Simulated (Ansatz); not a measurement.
C$_{3}$ (SMILES [C]=C=[C]), singlet, at a GFN2-xTB geometry. Base run: BLYP/aug-cc-pVDZ run with Ansatz (an electronic-structure program).

The Ansatz input:
Ansatz 0.2 input:
```yaml
crystal:
  periodic: [false, false, false]
  atoms:
    - {symbol: C, position_ang: [-1.28632769, 0.05918624, 0.01517944]}
    - {symbol: C, position_ang: [0.00059880, 0.00960336, 0.00809238]}
    - {symbol: C, position_ang: [1.28572888, -0.06878959, -0.02327182]}
basis:
  gaussian:
    orbitals: aug-cc-pVDZ
hamiltonian:
  xc: blyp
```

The base run was repeated with changes; each row names its change, and settings that it needs were set with it.

| change | ΔE vs base (µEh) |
|---|---|
| base | 0.0 |
| accuracy = high | 0.8 |
| fitting.mean_field = cc-pVTZ-JKFIT | -39.1 |
| nuclear_model = gaussian | 10.1 |
| point_charge = charge:0.5 position_ang:2.5406, -0.4582, -3.4236 | -1068 |
| final_grid = 10, 20, 41 | 0.1 |
| lower_state_search = off | 0.0 |
| point_charge = charge:1.0 position_ang:3.2308, 2.3581, -1.5448 | -8468 |
| final_grid = 4, 8, 17 | [?] |
| lower_state_search = light | 0.0 |
| final_grid = 6, 12, 29 | 4.8 |

Task: Complete the blanks.

Result: 
- final_grid = 4, 8, 17, ΔE vs base (µEh): 176
